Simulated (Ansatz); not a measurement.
Geometry optimisation of the cluster AsP₃.

```yaml
crystal:
  periodic: [false, false, false]
  atoms:
    - {symbol: P, position_ang: [-0.365761, 1.308203, 0.164513]}
    - {symbol: P, position_ang: [1.364142, -0.052632, -0.092345]}
    - {symbol: P, position_ang: [-0.524611, -0.443508, -1.183329]}
    - {symbol: As, position_ang: [-0.473771, -0.812063, 1.111162]}
basis:
  gaussian: {orbitals: def2-SVP}
magnetization: {spin_polarized: true, initial_magnetization: 2}
hamiltonian: {xc: r2scan, dispersion: d4}
scf: {omitted_lower_state_checks: [starts]}
output: {orbitals: {seedname: orbitals}}
relax: {f_tol: 0.02, max_steps: 100}
```

```sh
$ ansatz run in.yaml --threads 4 --pin off --events-out ev --progress --plain --max-ram 3916MiB
```

Shortened log:

```
Functional definition: r2SCAN
mean field -88686.59952533 eV, -3259.1724186196 hartree, gradient 9.7e-6 eV, S^2 2.009872; 0 other end points of the search recorded, 0 dependent functions left out
WARN: the results are in doubt because the forces break the atoms' symmetry
relax step   1: F+E_penalty+E_count = -88686.64584256 eV  Δ(F+E_penalty+E_count) = +0.000e0 eV  max|allowed force component| = 4.475e0 eV/Å  Δτ_max = 0.0000 Å  (92 SCF iters, accepted)
mean field -88688.27801759 eV, -3259.2341020723 hartree, gradient 2.3e-5 eV, S^2 2.013292; 0 other end points of the search recorded, 0 dependent functions left out
relax step   2: F+E_penalty+E_count = -88688.32427316 eV  Δ(F+E_penalty+E_count) = -1.678e0 eV  max|allowed force component| = 2.361e0 eV/Å  Δτ_max = 0.1954 Å  (42 SCF iters, accepted)
mean field -88688.97258064 eV, -3259.2596267939 hartree, gradient 1.4e-5 eV, S^2 2.012301; 0 other end points of the search recorded, 0 dependent functions left out
relax step   3: F+E_penalty+E_count = -88689.01977625 eV  Δ(F+E_penalty+E_count) = -6.955e-1 eV  max|allowed force component| = 7.540e-1 eV/Å  Δτ_max = 0.1992 Å  (43 SCF iters, accepted)
mean field -88689.08105364 eV, -3259.2636131028 hartree, gradient 2.6e-5 eV, S^2 2.012685; 0 other end points of the search recorded, 0 dependent functions left out
relax step   4: F+E_penalty+E_count = -88689.12905683 eV  Δ(F+E_penalty+E_count) = -1.093e-1 eV  max|allowed force component| = 1.421e-1 eV/Å  Δτ_max = 0.0815 Å  (38 SCF iters, accepted)
mean field -88689.08445510 eV, -3259.2637381045 hartree, gradient 2.2e-5 eV, S^2 2.012846; 0 other end points of the search recorded, 0 dependent functions left out
relax step   5: F+E_penalty+E_count = -88689.13251914 eV  Δ(F+E_penalty+E_count) = -3.462e-3 eV  max|allowed force component| = 6.018e-2 eV/Å  Δτ_max = 0.0176 Å  (39 SCF iters, accepted)
mean field -88689.08463514 eV, -3259.2637447209 hartree, gradient 1.8e-5 eV, S^2 2.012913; 0 other end points of the search recorded, 0 dependent functions left out
relax step   6: F+E_penalty+E_count = -88689.13270787 eV  Δ(F+E_penalty+E_count) = -1.887e-4 eV  max|allowed force component| = 1.957e-2 eV/Å  Δτ_max = 0.0036 Å  (33 SCF iters, accepted)
mean field -88689.08463514 eV, -3259.2637447209 hartree, gradient 1.8e-5 eV, S^2 2.012913; 0 other end points of the search recorded, 0 dependent functions left out
Total energy: -88689.13271643 eV, -3259.2655116757 hartree
Atom 0 at    -0.235404     1.206921     0.317770 Å, force    -0.006584     0.014101    -0.002186 eV/Å
Atom 1 at     1.568604     0.208465    -0.455780 Å, force     0.019575    -0.001818     0.000146 eV/Å
Atom 2 at    -0.397429    -0.580343    -1.057486 Å, force    -0.008036    -0.000720    -0.013514 eV/Å
Atom 3 at    -0.935772    -0.835042     1.195497 Å, force    -0.004955    -0.011563     0.015554 eV/Å
Dipole moment:    -0.022755    -0.082737     0.110209 e Å
Checks for a lower state left out: starts
```

It took 23 s on 4 threads of Arm Neoverse V2 on a shared host.

At r2SCAN-D4/def2-SVP a singlet of charge 0 lies 1.79 eV below the triplet, each at its own geometry. The structure comes from a short search, and lower isomers may exist.
